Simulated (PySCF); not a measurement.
Record of a relaxation.

[In(OH)4]- (charge -1).
Bonds: In1–O2, In1–O4, In1–O6, In1–O8. Hydrogens: H3 on O2; H5 on O4; H7 on O6; H9 on O8.

Method: PBE0-D3(BJ)/def2-SVP geometry optimisation, gas phase, def2 core potentials past Kr in PySCF 2.14.0; density fitting, grid level 1; the optimiser is geomeTRIC in internal coordinates, started from a GFN2-xTB structure with every atom displaced at random (about 0.03 Å). The frame can shift and turn from step to step; on so coarse a grid that alone can change the energy by a few meV, and forces under 0.02 eV/Å are noise.

Step 0: E = -13414.1816 eV, largest atomic force 6.193 eV/Å
```
atom  x, y, z in Å  |  force x, y, z in eV/Å
In1     0.065   -0.070    0.007    0.029   2.428  -0.560
O2      0.024    0.081    1.996   -1.040   0.694   1.458
H3     -0.803    0.598    2.168    1.093  -0.644  -0.156
O4      2.020   -0.113   -0.602   -2.370  -2.578  -4.707
H5      2.370    0.258    0.113    2.882   2.601   4.825
O6     -1.025    1.637   -0.634    0.973  -0.076   1.436
H7     -1.396    1.295   -1.425   -0.680  -0.417  -1.326
O8     -0.892   -1.566   -0.810   -3.056   0.638  -0.639
H9     -0.230   -2.191   -0.838    2.170  -2.645  -0.331
```

Step 1: E = -13414.7587 eV, largest atomic force 0.568 eV/Å
```
atom  x, y, z in Å  |  force x, y, z in eV/Å
In1     0.042   -0.023   -0.003   -0.054  -0.177  -0.019
O2      0.015    0.125    2.074    0.069  -0.134  -0.295
H3     -0.781    0.634    2.264   -0.012   0.015  -0.032
O4      2.040   -0.076   -0.590   -0.444  -0.122   0.014
H5      2.492    0.336    0.151    0.138   0.091   0.129
O6     -1.018    1.638   -0.642    0.076  -0.239  -0.026
H7     -1.406    1.314   -1.463   -0.073   0.111  -0.042
O8     -0.950   -1.655   -0.874    0.233   0.452   0.253
H9     -0.300   -2.362   -0.943    0.067   0.003   0.019
```

Step 2: E = -13414.7848 eV, largest atomic force 0.140 eV/Å
```
atom  x, y, z in Å  |  force x, y, z in eV/Å
In1     0.037   -0.017   -0.005   -0.106  -0.018  -0.036
O2      0.021    0.108    2.055    0.041  -0.070  -0.035
H3     -0.773    0.618    2.248   -0.030   0.025   0.030
O4      2.014   -0.088   -0.579    0.041   0.010   0.108
H5      2.480    0.327    0.158    0.010  -0.030  -0.079
O6     -1.023    1.630   -0.652   -0.035  -0.082  -0.105
H7     -1.423    1.325   -1.476   -0.006   0.085   0.049
O8     -0.931   -1.636   -0.856    0.123   0.023   0.061
H9     -0.270   -2.336   -0.918   -0.038   0.056   0.007
```

Step 3: E = -13414.7884 eV, largest atomic force 0.134 eV/Å
```
atom  x, y, z in Å  |  force x, y, z in eV/Å
In1     0.031   -0.012   -0.009   -0.026   0.127  -0.031
O2      0.018    0.097    2.050   -0.010  -0.011   0.000
H3     -0.774    0.606    2.254    0.008  -0.003   0.023
O4      2.013   -0.094   -0.571    0.032   0.025   0.081
H5      2.488    0.322    0.159   -0.025  -0.031  -0.067
O6     -1.036    1.631   -0.666    0.019  -0.064  -0.017
H7     -1.442    1.341   -1.492    0.005   0.021   0.025
O8     -0.916   -1.635   -0.847    0.019  -0.085  -0.014
H9     -0.248   -2.327   -0.903   -0.021   0.020   0.000
```

Step 4: E = -13414.7896 eV, largest atomic force 0.056 eV/Å
```
atom  x, y, z in Å  |  force x, y, z in eV/Å
In1     0.026   -0.005   -0.012    0.014   0.046   0.007
O2      0.015    0.093    2.048   -0.017   0.005  -0.003
H3     -0.776    0.600    2.262    0.011  -0.009   0.013
O4      2.010   -0.092   -0.566    0.017   0.011   0.024
H5      2.489    0.325    0.159   -0.015  -0.009  -0.022
O6     -1.041    1.630   -0.673    0.001   0.009   0.000
H7     -1.448    1.347   -1.500   -0.002  -0.002  -0.002
O8     -0.907   -1.639   -0.845   -0.016  -0.051  -0.018
H9     -0.234   -2.326   -0.898    0.005   0.001   0.000
```

Step 5: E = -13414.7900 eV, largest atomic force under 0.02 eV/Å
```
atom  x, y, z in Å  |  force x, y, z in eV/Å
In1     0.022   -0.002   -0.014   -0.004  -0.003   0.004
O2      0.012    0.090    2.046   -0.007   0.005  -0.010
H3     -0.779    0.594    2.269    0.002  -0.004   0.005
O4      2.008   -0.088   -0.562    0.002  -0.001  -0.015
H5      2.487    0.331    0.162    0.000   0.008   0.011
O6     -1.047    1.631   -0.679    0.006   0.010   0.013
H7     -1.453    1.350   -1.507   -0.001  -0.011  -0.008
O8     -0.899   -1.647   -0.846   -0.015  -0.001  -0.004
H9     -0.220   -2.328   -0.895    0.017  -0.003   0.002
```

**Question.** Summarise the path.

**Answer.** The energy falls by 58.70 kJ/mol from step 0 to step 5; nine tenths of that is first reached at step 1. It falls at every step. The largest force goes from 6.193 to under 0.02 eV/Å. Among the bonds In1–O8 changes most, from 1.955 to 2.061 Å; the atoms move by 0.097 Å rms after alignment.

The cost below is that of the whole optimisation. Hardware: one thread, Arm Neoverse V2 (aarch64), on a shared host. Cost: 24 s of wall time, 0.40 GiB resident at most.
